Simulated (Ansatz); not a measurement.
Geometry optimisation, Ansatz 0.2.0, RKS BLYP-D4/def2-SVP.

Input:

```yaml
crystal:
  periodic: [false, false, false]
  atoms:
    - { symbol: Ga, position_ang: [0.04144, -0.428188, -0.451513] }
    - { symbol: H, position_ang: [-0.007757, -0.100463, 2.302366] }
    - { symbol: H, position_ang: [1.424427, 0.279263, -0.660995] }
    - { symbol: H, position_ang: [-1.398176, 0.09039, -0.831248] }
    - { symbol: O, position_ang: [0.199512, -2.095113, 0.21914] }
    - { symbol: H, position_ang: [-0.650661, -2.559882, 0.324111] }
    - { symbol: H, position_ang: [0.063616, -0.733807, 1.965739] }
basis:
  gaussian: { orbitals: def2-SVP }
hamiltonian:
  xc: blyp
  dispersion: d4
relax:
  f_tol: 0.03
  max_steps: 50
output:
  orbitals: {}
```

Launched with:

```bash
$ ansatz run input.yaml --threads 2 --pin off --max-ram 3072MiB --backend cpu --events-out ev --progress --plain --runs-dir out
```

Task: Where does it end, and by what steps?

Result: The run converged. The force dipped under the threshold on the way, but the program's further checks kept it going. After 32 steps the energy has fallen by 0.149 eV; H4 moved furthest, 1.61 Å.

```tsv
step	energy less start (eV)	largest force component (eV/Å)	accepted
0	0.0000	1.743	yes
2	-0.1076	0.506	yes
4	-0.1126	0.223	yes
6	-0.1154	0.124	yes
8	-0.1190	0.302	yes
10	-0.1128	0.562	no
12	-0.1323	0.026	yes
14	-0.1374	0.167	yes
16	-0.1401	0.090	yes
18	-0.1427	0.112	yes
20	-0.1443	0.071	yes
22	-0.1439	0.130	no
24	-0.1467	0.055	yes
26	-0.1474	0.054	yes
28	-0.1480	0.096	yes
30	-0.1484	0.038	yes
32	-0.1488	0.029	yes
```

```xyz
7
Properties=species:S:1:pos:R:3
Ga 0.026 -0.431 -1.156
H 0.320 -0.967 3.604
H 1.366 0.376 -1.280
H -1.117 -0.685 -2.217
O -0.177 -1.171 0.493
H -1.007 -1.679 0.588
H 0.262 -0.990 2.836
```

Whether the end is a true minimum wasn't checked by a vibrational analysis.

The run took 28 s on 2 threads of Arm Neoverse V2, on a shared host, peak memory 0.12 GiB.
